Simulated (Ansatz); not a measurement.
Stepwise reaction of `C#C[Si](Cl)(Cl)C#C` with hydrogen chloride, as a gas-phase model of exchange steps in deposition or etching. ΔE in kJ/mol; ΔG adds harmonic PBE0-D4 terms to CCSD(T)/CBS, at 1 bar.

Computed with Ansatz on PBE0-D4/def2-TZVP structures; ΔE is electronic, products minus reactants. CCSD(T)/CBS adds triple-zeta CCSD(T) − MP2 to the extrapolated MP2 energy (def2 sets, frozen cores). This one scheme is used for every species. Functionals use def2-TZVPP. B3LYP here is the variant with VWN-RPA as its local correlation; programs differ in this.

| step | reaction | PBE-D4 | B3LYP-D4 | ωB97M-V | CCSD(T)/CBS | ΔG(400 K) |
| --- | --- | --- | --- | --- | --- | --- |
| 1 | `C#C[Si](Cl)(Cl)C#C` + HCl → `C#C[Si](Cl)(Cl)Cl` + `C#C` | -55.9 | -56.4 | -61.2 | -56.9 | -48.2 |
| 2 | `C#C[Si](Cl)(Cl)Cl` + HCl → `Cl[Si](Cl)(Cl)Cl` + `C#C` | -52.8 | -53.2 | -58.4 | -53.8 | -42.0 |

Q: By hand: ΔE of the 2 steps together at CCSD(T)/CBS.

A: (-56.9) + (-53.8) = -110.7 kJ/mol, or -55.3 kJ/mol a step.

In ΔE the steps differ by no more than 3.1 kJ/mol. All are downhill at CCSD(T)/CBS. ΔG lies between -48.2 and -42.0 kJ/mol a step. PBE-D4 differs from CCSD(T)/CBS by 1.0 to 1.0 kJ/mol a step. Isolated molecules leave out the surface, adducts and barriers. Largest T1 diagnostic: 0.013.
